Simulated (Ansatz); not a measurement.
Species: C5H5Se (charge -1, singlet). It need not be the lowest isomer of its formula. Whether it binds its extra electron was not tested at this geometry. 
Structure (B3LYP-D3(BJ)/def2-TZVP (Ansatz, a program for electronic structure) minimum search):
```
C
C 1 1.3830
C 1 1.4439 2 120.01
C 3 1.3593 1 116.31 2 0.00
H 4 1.0811 3 127.10 1 -180.00
H 3 1.0896 4 121.66 5 0.00
C 1 1.5136 2 120.53 3 180.00
H 7 1.0910 1 109.32 2 0.00
H 7 1.0990 8 107.98 1 -122.54
H 7 1.0990 8 107.98 9 -114.91
Se 4 1.8924 5 125.02 3 -180.00
```
Charge -1, spin multiplicity 1.

Basis-set convergence of Hartree-Fock and CCSD(T) correlation energies (hartree) with Ansatz. Correlated levels leave the core frozen unless marked. No spin-orbit coupling. Frozen are the shells of the preceding noble gas and the d and f shells that filled before the atom's block. Non-relativistic.

The Hartree-Fock reference is unstable (checked in the largest basis), which strains HF and MP2. 

```tsv
basis	functions	E(HF)	E(corr, CCSD(T))
aug-cc-pVDZ	196	-2592.01309	-0.91867
aug-cc-pVTZ	404	-2592.12917	-1.08261
aug-cc-pVQZ	723	-2592.14285	-1.13008
```

Extrapolating the two largest sets (X = 3 and 4) as X^-3: E(corr) = (64·(-1.13008) - 27·(-1.08261))/37 = -1.1647 Eh, an estimate of the basis-set limit. The largest set recovers 97.0 % of it, the smallest 78.9 %.
